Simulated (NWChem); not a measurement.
Everything below was run with NWChem. System: C3H3N2, charge 0, spin multiplicity 2, displaced from the optimised geometry. The structure started from a generated list of species. Its SCF solution wasn't tested for a lower state. Level: UPBE/def2-SVP.

NWChem printed:

```
             Northwest Computational Chemistry Package (NWChem) 7.3.0
             --------------------------------------------------------

                                NWChem Input Module
                                -------------------

 Scaling coordinates for geometry "geometry" by  1.889725989
 (inverse scale =  0.529177249)

 Turning off AUTOSYM since
 SYMMETRY directive was detected!

                             Geometry "geometry" -> ""
                             -------------------------

 Output coordinates in angstroms (scale by  1.889725989 to convert to a.u.)

  No.       Tag          Charge          X              Y              Z
 ---- ---------------- ---------- -------------- -------------- --------------
    1 C                    6.0000    -0.56294100     1.08606700     0.00000000
    2 N                    7.0000     0.75662300     1.00365800     0.00000000
    3 N                    7.0000     1.00449200    -0.35446600     0.00000000
    4 C                    6.0000    -0.16437800    -1.10397400     0.00000000
    5 C                    6.0000    -1.24427000    -0.18583700     0.00000000
    6 H                    1.0000     1.97904700    -0.69939200     0.00000000
    7 H                    1.0000    -0.14749700    -2.21490100     0.00000000
    8 H                    1.0000    -2.32982700    -0.40758900     0.00000000

 Effective nuclear repulsion energy (a.u.)     151.4445154263

            Nuclear Dipole moment (a.u.)
            ----------------------------
        X                 Y               Z
 ---------------- ---------------- ----------------
    -0.0000113384    -0.0000037795     0.0000000000

      Symmetry information
      --------------------

 Group name             Cs
 Group number              2
 Group order               2
 No. of unique centers     8

      Symmetry unique atoms

     1    2    3    4    5    6    7    8


 Summary of "ao basis" -> "" (spherical)
 ------------------------------------------------------------------------------
       Tag                 Description            Shells   Functions and Types
 ---------------- ------------------------------  ------  ---------------------
 *                          def2-svp                  on all atoms

  pbe96 is a nonlocal functional; adding pw91lda local functional.

                                 NWChem DFT Module
                                 -----------------

 Summary of "ao basis" -> "ao basis" (spherical)
 ------------------------------------------------------------------------------
       Tag                 Description            Shells   Functions and Types
 ---------------- ------------------------------  ------  ---------------------
 C                          def2-svp                 6       14   3s2p1d
 N                          def2-svp                 6       14   3s2p1d
 H                          def2-svp                 3        5   2s1p

 Summary of "ao basis" -> "ao basis" (spherical)
 ------------------------------------------------------------------------------
       Tag                 Description            Shells   Functions and Types
 ---------------- ------------------------------  ------  ---------------------
 C                          def2-svp                 6       14   3s2p1d
 N                          def2-svp                 6       14   3s2p1d
 H                          def2-svp                 3        5   2s1p

      Symmetry analysis of basis
      --------------------------

        a'         62
        a"         23

            General Information
            -------------------
          SCF calculation type: DFT
          Wavefunction type:  spin polarized.
          No. of atoms     :     8
          No. of electrons :    35
           Alpha electrons :    18
            Beta electrons :    17
          Charge           :     0
          Spin multiplicity:     2
          Use of symmetry is: on ; symmetry adaption is: on
          Maximum number of iterations: 100
          AO basis - number of functions:    85
                     number of shells:    39
          Convergence on energy requested:  1.00D-06
          Convergence on density requested:  1.00D-05
[...]
    82      0.356377  8 H  s                 32      0.241207  3 N  px
    45     -0.232326  4 C  s                 71      0.201233  6 H  s

   alpha - beta orbital overlaps
   -----------------------------

   alpha      1      2      3      4      5      6      7      8      9     10
    beta      1      2      3      4      5      6      7      8      9     10
 overlap   1.000  1.000  1.000  1.000  1.000  1.000  0.996  0.997  0.999  0.994

   alpha     11     12     13     14     15     16     17     18     19     20
    beta     11     12     13     14     15     16     17     18     19     21
 overlap   0.998  0.999  0.999  0.997  0.947  0.941  0.943  0.938  0.994  0.992

   alpha     21     22     23     24     25     26     27     28     29     30
    beta     20     22     23     24     25     26     27     29     28     31
 overlap   0.998  1.000  1.000  0.996  0.994  0.997  0.995  0.709  0.721  0.891

   alpha     31     32     33     34     35     36     37     38     39     40
    beta     30     32     34     33     35     36     37     38     39     41
 overlap   0.943  0.994  0.907  0.976  0.981  0.985  0.952  0.954  0.999  0.718

   alpha     41     42     43     44     45     46     47     48     49     50
    beta     40     43     42     44     45     46     47     48     49     50
 overlap   0.713  0.996  1.000  0.999  1.000  0.998  1.000  0.999  1.000  1.000

   alpha     51     52     53     54     55     56     57     58     59     60
    beta     51     53     52     54     55     57     56     58     59     60
 overlap   0.999  0.999  1.000  0.998  0.970  0.964  1.000  0.996  0.999  0.992

   alpha     61     62     63     64     65     66     67     68     69     70
    beta     61     62     63     64     65     66     67     68     69     70
 overlap   0.986  0.976  1.000  0.992  0.968  0.989  0.999  0.993  0.994  0.989

   alpha     71     72     73     74     75     76     77     78     79     80
    beta     71     72     73     74     75     76     77     78     79     80
 overlap   0.997  0.988  0.998  0.998  0.999  0.997  0.997  0.997  0.998  0.996

   alpha     81     82     83     84     85
    beta     81     82     83     84     85
 overlap   0.998  1.000  0.999  1.000  1.000

     --------------------------
     Expectation value of S2:
     --------------------------
      <S2> =      0.7552 (Exact =     0.7500)

 center of mass
 --------------
 x =   0.01408979 y =   0.09297509 z =   0.00000000

 moments of inertia (a.u.)
 ------------------
         180.344050476242         -11.178642258977           0.000000000000
         -11.178642258977         193.863152899486           0.000000000000
           0.000000000000           0.000000000000         374.207203375728

     Multipole analysis of the density
     ---------------------------------

     L   x y z        total         alpha         beta         nuclear
     -   - - -        -----         -----         ----         -------
     0   0 0 0     -0.000000    -18.000000    -17.000000     35.000000

     1   1 0 0      0.265954      0.707412     -0.441446     -0.000011
     1   0 1 0     -1.203886     -1.818330      0.614448     -0.000004
     1   0 0 1      0.000000      0.000000     -0.000000      0.000000

     2   2 0 0    -17.895167    -67.158859    -64.259147    113.522839
     2   1 1 0     -2.028468     -1.973096     -5.495365      5.439993
     2   1 0 1      0.000000      0.000000      0.000000      0.000000
     2   0 2 0    -21.274238    -64.981196    -56.600333    100.307290
     2   0 1 1     -0.000000     -0.000000      0.000000      0.000000
     2   0 0 2    -22.962449    -11.843299    -11.119151      0.000000

            General Information
            -------------------
          SCF calculation type: DFT
          Wavefunction type:  spin polarized.
          No. of atoms     :     8
          No. of electrons :    35
           Alpha electrons :    18
            Beta electrons :    17
          Charge           :     0
          Spin multiplicity:     2
          Use of symmetry is: on ; symmetry adaption is: on
          Maximum number of iterations: 100
          AO basis - number of functions:    85
                     number of shells:    39
          Convergence on energy requested:  1.00D-06
          Convergence on density requested:  1.00D-05
          Convergence on gradient requested:  5.00D-04

              XC Information
              --------------
          PerdewBurkeErnzerhof Exchange Functional  1.000
            Perdew 1991 LDA Correlation Functional  1.000 local
           PerdewBurkeErnz. Correlation Functional  1.000 non-local

             Grid Information
             ----------------
          Grid used for XC integration:  medium
          Radial quadrature: Mura-Knowles
          Angular quadrature: Lebedev.
          Tag              B.-S. Rad. Rad. Pts. Rad. Cut. Ang. Pts.
          ---              ---------- --------- --------- ---------
          C                   0.70       49          10.0       434
          N                   0.65       49          10.0       434
          H                   0.35       45          11.0       434
          Grid pruning is: on
          Number of quadrature shells:   380
          Spatial weights used:  Erf1

          Convergence Information
          -----------------------
          Convergence aids based upon iterative change in
          total energy or number of iterations.
          Levelshifting, if invoked, occurs when the
          HOMO/LUMO gap drops below (HL_TOL):  1.00D-02
          DIIS, if invoked, will attempt to extrapolate
          using up to (NFOCK): 10 stored Fock matrices.

                    Damping(70%)  Levelshifting(0.5)       DIIS
                  --------------- ------------------- ---------------
          dE  on:    start            ASAP                start
          dE off:   30 iters        100 iters           100 iters

      Screening Tolerance Information
      -------------------------------
          Density screening/tol_rho:  1.00D-10
          AO Gaussian exp screening on grid/accAOfunc:  14
          CD Gaussian exp screening on grid/accCDfunc:  20
          XC Gaussian exp screening on grid/accXCfunc:  20
          Schwarz screening/accCoul:  1.00D-08

                            NWChem DFT Gradient Module
                            --------------------------

  charge          =   0.00
  wavefunction    = open shell

  Using symmetry

                         DFT ENERGY GRADIENTS

    atom               coordinates                        gradient
                 x          y          z           x          y          z
   1 C      -1.063804   2.052369   0.000000   -0.011985   0.022080   0.000000
   2 N       1.429810   1.896639   0.000000    0.014343   0.014316   0.000000
   3 N       1.898215  -0.669844   0.000000    0.013215  -0.004876   0.000000
   4 C      -0.310629  -2.086208   0.000000   -0.001629  -0.012641   0.000000
   5 C      -2.351329  -0.351181   0.000000   -0.014511  -0.004179   0.000000
   6 H       3.739857  -1.321659   0.000000    0.009843  -0.003896   0.000000
   7 H      -0.278729  -4.185556   0.000000   -0.000121  -0.009118   0.000000
   8 H      -4.402735  -0.770232   0.000000   -0.009154  -0.001686   0.000000

                 ----------------------------------------
                 |  Time  |  1-e(secs)   |  2-e(secs)   |
                 ----------------------------------------
                 |  CPU   |       0.01   |       1.40   |
                 ----------------------------------------
                 |  WALL  |       0.01   |       1.40   |
                 ----------------------------------------

 Task  times  cpu:       11.1s     wall:       11.1s

 Total times  cpu:       11.1s     wall:       11.1s
```

Task: Write an NWChem input that would produce this output.

Result: This is not unique; one that fits is 
```
start mol
memory heap 200 mb stack 900 mb global 1100 mb
geometry units angstroms nocenter noautoz
  C     -0.562941     1.086067     0.000000
  N      0.756623     1.003658     0.000000
  N      1.004492    -0.354466     0.000000
  C     -0.164378    -1.103974     0.000000
  C     -1.244270    -0.185837     0.000000
  H      1.979047    -0.699392     0.000000
  H     -0.147497    -2.214901     0.000000
  H     -2.329827    -0.407589     0.000000
  symmetry group Cs
end
basis spherical
  * library def2-svp
end
dft
  xc xpbe96 cpbe96
  odft
  mult 2
  semidirect memsize 60000000 filesize 0
  iterations 100
  convergence damp 70 ncydp 30
end
task dft gradient
```
